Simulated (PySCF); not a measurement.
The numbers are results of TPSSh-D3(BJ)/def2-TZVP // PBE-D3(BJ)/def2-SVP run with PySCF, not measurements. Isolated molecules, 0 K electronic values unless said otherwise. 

Reference species: [Co(NH3)4]2+ (excited doublet) (charge +2, multiplicity 2).

* **charge on the central atom (Mulliken)**: 0.46 e
* **spin population on the central atom (Mulliken)**: 1.08

Changed species: [Ir(NH3)4]2+ (M = Ir, multiplicity 2; the reference has M = Co, multiplicity 2).

Q: What does the change do to the charge on the central atom (Mulliken) and spin population on the central atom (Mulliken)?

A: the charge on the central atom (Mulliken) rises by 0.19 e, to 0.65 e; the spin population on the central atom (Mulliken) decreases by 0.05, to 1.03.
